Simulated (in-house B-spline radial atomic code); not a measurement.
**Ge VII (Ge6+): [Ar] 3d8**

All numbers are computed (Dirac-Kohn-Sham PW91, spherical fractional occupations; Fermi nucleus of rms radius 4.0742 fm) with an all-electron radial atomic-structure program (B-spline basis), not measured.

Screening seen three ways: the hydrogenic charge with the same mean radius, Z_r = [3n² - l(l+1)]/(2<r>), the one with the same energy, Z_e = n√(-2ε), and Slater's rules. Values are occupation-weighted means over j.

```tsv
shell	electrons	ε (eV)	<r> (bohr)	Z_r	Z_e	Slater
1s	2	-11072	0.047	31.92	28.53	31.70
2s	2	-1483.8	0.2097	28.61	20.89	27.85
2p	6	-1311.2	0.1836	27.24	19.63	27.85
3s	2	-274.21	0.6122	22.05	13.47	20.75
3p	6	-220.86	0.6274	19.92	12.09	20.75
3d	8	-133.01	0.655	16.03	9.38	11.55
```

The least bound orbital is 3d5/2 at -132.7 eV, and it is also the most diffuse (<r> = 0.6564 bohr).

Spin-orbit splittings of the orbital energies (j = l + 1/2 above j = l - 1/2 when positive): 2p 31.9 eV, 3p 4.533 eV, 3d 0.6894 eV.

For the 1s electron the small component carries 1.34 % of the norm, the zero-frequency Breit interaction raises the level by 16.21 eV, self-energy by 8.396 eV, and vacuum polarisation lowers it by 0.8096 eV.
